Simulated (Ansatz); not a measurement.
Ansatz (a program for electronic structure) input (CCSD(T)/cc-pVDZ):

Ansatz 0.2 input:
```yaml
crystal:
  periodic: [false, false, false]
  atoms:
    - {symbol: C, position_ang: [3.84698057, -0.11043282, 0.19988884]}
    - {symbol: C, position_ang: [2.52037349, -0.75993377, 0.05764210]}
    - {symbol: C, position_ang: [1.34580041, 0.22036556, 0.07421930]}
    - {symbol: C, position_ang: [-0.01282455, -0.46495039, -0.03753679]}
    - {symbol: C, position_ang: [-1.18470729, 0.51324085, -0.01537859]}
    - {symbol: C, position_ang: [-2.53404890, -0.17911836, -0.13776930]}
    - {symbol: O, position_ang: [-3.63469241, 0.72081004, -0.05812550]}
    - {symbol: H, position_ang: [3.94560624, 0.83732344, 0.71295498]}
    - {symbol: H, position_ang: [4.75325348, -0.62243578, -0.09280306]}
    - {symbol: H, position_ang: [2.49229230, -1.35497968, -0.86315579]}
    - {symbol: H, position_ang: [2.37240772, -1.49350725, 0.86857424]}
    - {symbol: H, position_ang: [1.46394448, 0.93521199, -0.74613018]}
    - {symbol: H, position_ang: [1.38236566, 0.80640199, 0.99862877]}
    - {symbol: H, position_ang: [-0.12418297, -1.18158107, 0.78367126]}
    - {symbol: H, position_ang: [-0.04531530, -1.05369332, -0.96107269]}
    - {symbol: H, position_ang: [-1.17215715, 1.09422907, 0.91128662]}
    - {symbol: H, position_ang: [-1.07445959, 1.23113064, -0.83736743]}
    - {symbol: H, position_ang: [-2.67321085, -0.88007070, 0.68745597]}
    - {symbol: H, position_ang: [-2.57466659, -0.75982334, -1.06901742]}
    - {symbol: H, position_ang: [-3.55778054, 1.36028703, -0.77441460]}
basis:
  gaussian:
    orbitals: cc-pVDZ
magnetization: {spin_polarized: true, initial_magnetization: 1}
correlation: {method: ccsd_t, electrons: outside_noble_gas}
```

Output:

```
Functional definition: HF
integrals: 0.80 GiB planned
1474 factors; integrals over basis functions are off by at most 1.1e-3 eV
0.66 GiB of device memory are held for the factors and their scratch space
mean field: 1.25 GiB planned
mean field evaluation 1: about -8419.9830 eV, gradient 2.8e1 eV
mean field evaluation 2: about -8420.2704 eV, gradient 2.8e1 eV
mean field evaluation 4: about -8424.8334 eV, gradient 3.8e0 eV
mean field evaluation 8: about -8424.9301 eV, gradient 4.1e-1 eV
mean field evaluation 16: about -8419.9801 eV, gradient 2.8e1 eV
mean field -8424.93299540 eV, -309.6105769563 hartree, gradient 9.8e-6 eV, S^2 0.762548; 0 other end points of the search recorded, 0 dependent functions left out
7 core orbitals not correlated
reference -8424.93299540 eV, -309.6105769563 hartree; 22, 21 occupied and 134, 135 virtual orbitals, 1474 factors
second order -27.72292735 eV of doubles, -0.00000000 eV of singles
coupled cluster: 6.42 GiB planned
cycle   1  -29.27399344 eV  change    -1.6e0 eV  update   1.0e-1
cycle   2  -30.00646580 eV  change   -7.3e-1 eV  update   3.1e-2
cycle   3  -30.13520213 eV  change   -1.3e-1 eV  update   1.3e-2
cycle   4  -30.13973904 eV  change   -4.5e-3 eV  update   4.1e-3
cycle   5  -30.14004450 eV  change   -3.1e-4 eV  update   1.8e-3
cycle   6  -30.14023978 eV  change   -2.0e-4 eV  update   7.1e-4
cycle   7  -30.14009920 eV  change    1.4e-4 eV  update   2.6e-4
cycle   8  -30.14008576 eV  change    1.3e-5 eV  update   9.2e-5
cycle   9  -30.14009009 eV  change   -4.3e-6 eV  update   3.8e-5
perturbative correction -0.85006055 eV, -0.0312391490 hartree
Total energy: -8455.92314605 eV, -310.7494439866 hartree
```

It need not be the lowest isomer of its formula.
